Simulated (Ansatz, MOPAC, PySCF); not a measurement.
Complex: NH3 (SMILES N) (first 4 atoms) with Si2H6 (SMILES [SiH3][SiH3]); geometry from B3LYP-D3(BJ)/def2-TZVP, rigid monomers moved along the line of their centres of mass till N1···Si5 is 5.56 Å.
(charge 0, multiplicity 1):
```xyz
12

N     -0.4125     0.1890     0.9608
H     -0.3598    -0.6942     0.4668
H     -1.3615     0.5340     0.8745
H      0.1981     0.8436     0.4856
Si     0.8133    -1.3724     6.1540
Si     0.9303     0.9619     6.3101
H      1.1016    -2.0026     7.4714
H      1.8087    -1.8996     5.1903
H     -0.5402    -1.8171     5.7434
H      1.2642     1.3859     7.6972
H     -0.3670     1.5899     5.9616
H      1.9830     1.5088     5.4205
```

| level | interaction energy (kcal/mol) | cost |
|---|---|---|
| PM3 | 0.21 | - |
| PM7 | -0.14 | - |
| HF/3-21G (no counterpoise) | -0.48 | - |
| HF/6-31G* | -0.42 | - |
| HF/6-31G* (no counterpoise) | -0.50 | - |
| PBE/def2-TZVPPD | -0.32 | ×1 |
| PBE-D3(BJ)/def2-TZVPPD | -0.45 | ×1 |
| r2SCAN/def2-TZVPPD | -0.30 | ×2 |
| r2SCAN-D3(BJ)/def2-TZVPPD | -0.42 | ×2 |
| B3LYP/3-21G (no counterpoise) | -0.34 | - |
| B3LYP/6-31G* | -0.29 | - |
| B3LYP/6-31G* (no counterpoise) | -0.41 | - |
| B3LYP/6-311+G** (no counterpoise) | -0.29 | - |
| B3LYP-D3(BJ)/def2-TZVPPD | -0.40 | ×2 |
| B3LYP-D4/def2-TZVPPD | -0.31 | ×2 |
| wB97X-V/def2-TZVPPD | -0.44 | ×3 |
| wB97M-V/def2-TZVPPD | -0.45 | ×4 |
| MP2/6-31G* (no counterpoise) | -0.52 | - |
| CCSD/aug-cc-pV(D+d)Z | -0.43 | - |
| CCSD(T)/aug-cc-pV(D+d)Z | -0.45 | ×10 |

The rows run from -0.52 (MP2/6-31G* (no counterpoise)) to 0.21 kcal/mol (PM3). The dispersion term adds -0.14 in PBE-D3(BJ), -0.12 in r2SCAN-D3(BJ). The 4 functionals in def2-TZVPPD without D3 or D4 span 0.16, from wB97M-V to r2SCAN.

Counterpoise-corrected where a basis set is named; no monomer relaxation. Rows marked so take none.

Frozen-core correlation. Rows in 3-21G, 6-311+G**, 6-31G* carry no dispersion term and start afresh at each structure (6-31G* with six Cartesian d functions). MP2/6-31G* freezes PySCF's default core. The state that PM3, PM7 reach isn't checked; PM7 holds dispersion and hydrogen-bond terms.

Codes used: Ansatz (Gaussian orbitals); MOPAC for PM3, PM7 (differences of heats of formation); PySCF for 3-21G rows, 6-311+G** rows, 6-31G* rows, the dispersion terms. Each number belongs to the level named beside it.

Costs are rough ratios of core time to PBE/def2-TZVPPD (about 9 s over the structures, on one shared machine); a dash marks a level with no comparable run of its own.

Ansatz is a quantum-chemistry and plane-wave program.
